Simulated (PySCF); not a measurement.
# J couplings in [C2H8BO]-

Geometry:
```
atom   x (Å)   y (Å)   z (Å)
  B1   2.116   1.083   0.398
  O2   0.627   1.089   0.368
  C3   0.056   0.019  -0.250
  C4  -1.462   0.131  -0.208
  H5   2.550   0.060   1.004
  H6   2.592   1.072  -0.773
  H7   2.508   2.109   0.992
  H8   0.379  -0.076  -1.319
  H9   0.358  -0.953   0.219
 H10  -1.787   1.061  -0.703
 H11  -1.956  -0.723  -0.704
 H12  -1.809   0.178   0.838
```

Total charge -1.

Method: B3LYP/pcJ-1 (spin–dipole term only in couplings to heteroatoms)//PBE0-D3(BJ)/def2-SVP, PySCF; isolated molecule, single conformer, non-relativistic. Couplings are averaged over pairs made equivalent by symmetry, fast rotation or ring inversion, so a value needn't be that of the named pair in this geometry, while other rotamers aren't included; one pair stands for each set, and the list holds those of at least 1.5 Hz over up to four bonds, among pairs with at least one B or C or H atom (others weren't computed).

Isotopes: $^{13}$C, $^{1}$H, $^{11}$B, $^{17}$O. Couplings to quadrupolar nuclei such as 17O and 33S are rarely resolved in practice.

```csv
pair,bonds,J (Hz)
"B1, O2",1,?
"B1, H5",1,96.5
"O2, C3",1,23.1
"C3, C4",1,?
"C3, H8",1,135.5
"C4, H10",1,127.7
"O2, C4",2,-11.1
"O2, H5",2,-6.3
"O2, H8",2,-3.6
"C3, H10",2,-3.4
"H5, H6",2,-6.9
"H8, H9",2,-10.8
"H10, H11",2,?
"B1, C4",3,?
"O2, H10",3,?
"C3, H5",3,8.5
"H8, H10",3,7.6
```

**Question.** Estimate the withheld couplings, with signs.

**Answer.** 
- $^{1}J$(B1,O2) = 2.9 Hz (bond length 1.489 Å)
- $^{1}J$(C3,C4) = 41.8 Hz (bond length 1.523 Å)
- $^{2}J$(H10,H11) = -12.1 Hz
- $^{3}J$(B1,C4) = 6.0 Hz (dihedral angle 180°)
- $^{3}J$(O2,H10) = -4.0 Hz (mean over equivalent pairs that range from -9.3 to -1.4 Hz in this conformer)
